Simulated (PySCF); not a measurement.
## Vibration and rotation of NaSb⁺

UHF-CCSD(T) constants of NaSb⁺, ⁴Σ⁻ (quartet), unpaired electrons σ ↑, π ↑↑ (Na cc-pVDZ, Sb cc-pVDZ-PP with ECP28; scalar-relativistic core potentials (PySCF 2.14); masses 22.9898 and 120.9038 u):

| Item | Value |
| --- | --- |
| ωe | 103.2 cm⁻¹ |
| ωexe | 0.997 cm⁻¹ |
| Be | 0.075384 cm⁻¹ |
| αe | 0.000860 cm⁻¹ |
| De to Na⁺ + Sb | 0.299 eV |

**Question.** What force constant and bond length do these constants imply?

**Answer.** Reduced mass μred = 19.317 u; k = 5.8918×10⁻⁷·μred·ωe² (u, cm⁻¹, mdyn/Å) = 0.121 mdyn/Å; Re = √(16.8576/(μred·Be)) (u, cm⁻¹, Å) = 3.402 Å.

**Question.** Estimate the centrifugal constant D from the Kratzer relation and find the Dunham coefficient a1.

**Answer.** D = 4Be³/ωe² = 1.61e-07 cm⁻¹; a1 = −1 − αeωe/(6Be²) = -3.60.

Correlated steps freeze 5 core orbitals. The bond is weak. Basis-set superposition, not corrected here, can be much of De in a small basis, most of all at correlated wavefunction levels. These are scalar-relativistic numbers at best; spin–orbit coupling would shift them, the dissociation energy most. For an ion De counts to the pair picked by the measured ionisation energies or electron affinities, which need not be the lowest pair at this level. The state is the lowest determinant that a PBE0 search found; another state may lie lower at other levels.
